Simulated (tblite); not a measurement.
Species: C6H16OSi2.
Numbering: `[CH3:1][CH2:2][SiH2:3][SiH2:4][C:5]([CH3:6])([CH3:7])[CH:8]=[O:9]` (hydrogens: H10, H11, H12 on C1; H13, H14 on C2; H15, H16 on Si3; H17, H18 on Si4; H19, H20, H21 on C6; H22, H23, H24 on C7; H25 on C8)

Structure used (GFN2-xTB), in Å, numbered top down from 1:
```xyz
25
C6H16OSi2 angstrom
C      4.2000    0.1317   -0.4276
C      2.9559   -0.4379    0.2394
Si     1.3366    0.1342   -0.6044
Si    -0.3756   -0.9316    0.5439
C     -2.0173    0.0402    0.1400
C     -3.2651   -0.6827    0.6232
C     -1.9132    1.4259    0.7781
C     -1.9495    0.1326   -1.3258
O     -1.0590    0.6832   -1.9382
H      5.1073   -0.2114    0.0680
H      4.1866    1.2186   -0.3948
H      4.2463   -0.1730   -1.4706
H      3.0163   -1.5280    0.2274
H      2.9549   -0.1466    1.2913
H      1.4540   -0.2522   -2.0135
H      1.3165    1.6008   -0.5058
H     -0.3764   -0.9768    2.0171
H     -0.6604   -2.3221    0.1449
H     -4.1644   -0.1163    0.3788
H     -3.2315   -0.8114    1.7025
H     -3.3444   -1.6669    0.1667
H     -2.8340    1.9858    0.6090
H     -1.7589    1.3439    1.8519
H     -1.0902    1.9876    0.3445
H     -2.7455   -0.4034   -1.8795
```

Computed values, GFN2-xTB/tblite, gas phase, harmonic and unscaled. Errors from tens to a few hundred cm⁻¹ against measured bands are possible. Modes of hydrogen on silicon can be 10 to 20 % off. One conformer, not necessarily the lowest.

Harmonic wavenumbers (cm⁻¹): 41.8, 60.1, 63.7, 92.0, 108.2, 134.2, 184.5, 193.6, 213.2, 221.0, 224.7, 261.5, 284.7, 323.2, 345.6, 368.3, 430.8, 464.8, 569.6, 577.6, 608.2, 616.3, 652.0, 687.7, 729.1, 741.3, 769.7, 818.9, 855.6, 929.8, 975.7, 976.6, 997.2, 1018.2, 1028.4, 1080.2, 1143.0, 1196.1, 1247.5, 1255.6, 1290.0, 1382.9, 1405.6, 1419.9, 1422.7, 1491.8, 1494.6, 1501.8, 1506.4, 1511.2, 1512.3, 1514.5, 1699.4, 2150.7, 2169.8, 2188.8, 2226.3, 2751.7, 2960.6, 2977.8, 2993.7, 2996.6, 3006.8, 3022.5, 3028.9, 3029.6, 3035.5, 3037.5, 3048.2.

A = 2288, B = 580.4, C = 531.5 MHz; mass 160.074 u (most abundant isotopes); point group C1, symmetry number 1.

Zero-point energy?

½Σν̃ = 43634 cm⁻¹ = 124.76 kcal/mol.

Give the ideal-gas entropy at 298.15 K and 1 bar in the rigid-rotor, harmonic-oscillator model (classical rotation).

Translation 41.15, rotation 30.50, vibration 47.14: S = 118.8 cal/(mol K).

And Cp and H(298.15 K) − H(0)?

Cp = 53.73 cal/(mol K), of which vibrations give 45.79 (their classical limit is 69 R = 137.1); H(298.15 K) − H(0) = 9.67 kcal/mol without the zero-point energy, 7.30 from vibrations.

How do the functions run with temperature in this model?

| T (K) | S (cal/(mol K)) | Cp (cal/(mol K)) | H − H(0) (kcal/mol) | G − H(0) (kcal/mol) | ln q(vib) |
| --- | --- | --- | --- | --- | --- |
| 50 | 62.7 | 16.6 | 0.57 | -2.56 | 0.88 |
| 100 | 77.2 | 26.1 | 1.65 | -6.08 | 2.89 |
| 373.15 | 131.8 | 62.9 | 14.05 | -35.15 | 14.45 |
| 500 | 152.2 | 76.3 | 22.91 | -53.18 | 19.40 |
| 750 | 187.1 | 95.9 | 44.60 | -95.72 | 28.48 |
| 1000 | 216.6 | 109.2 | 70.35 | -146.29 | 36.72 |

q(vib) and H(0) count from the zero-point level.

Blend soft modes into free rotors: weight 1/[1 + (100 cm⁻¹/ν̃)⁴] for the oscillator and the rest for a rotor with moment μB/(μ + B), μ = h/(8π²ν), B = 10⁻⁴⁴ kg m². What vibrational entropy results?

43.22 cal/(mol K) in place of 47.14, which changes −T·S at 298.15 K by +1.17 kcal/mol.

Hindered rotation and anharmonicity are outside this model. Other conformers, if any are populated, would add a mixing term that is left out. The structure is chiral; the term R ln 2 for an equal mix with its mirror image is left out.

The run took 4.8 s of wall time on Intel Xeon at 2.50 GHz, one thread (shared host). This covers the Hessian and the dipole derivatives.
